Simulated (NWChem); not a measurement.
**Worked example: vertical ionisation energy of C8H10 (ethylbenzene)**

The species is C8H10 (18 atoms), meant as a singlet with charge 0. SMILES: `CCc1ccccc1`. The shape is that of a PBE0-D4/def2-TZVP optimisation. This is one conformer, not always the lowest.

Both states at this one shape; open shells run unrestricted unless said. 1 Eh = 27.2114 eV.

```tsv
level	program	singlet C8H10 (Eh)	doublet [C8H10]+ (Eh)
HF/STO-3G	NWChem	-305.054479	-304.830987
HF/3-21G	NWChem	-307.058819	-306.774663
```

Question: Work out the vertical ionisation energy at each level.

Answer: 
1. HF/STO-3G: -304.830987 − (-305.054479) = 0.223492 Eh = 6.08 eV.
2. HF/3-21G: -306.774663 − (-307.058819) = 0.284156 Eh = 7.73 eV.

No measured value is set beside it here; the levels span 6.08 to 7.73 eV. Minimal sets are far from the basis-set limit. The second state is spin-contaminated at HF/STO-3G (⟨S²⟩ = 1.12). The second state is spin-contaminated at HF/3-21G (⟨S²⟩ = 0.92).
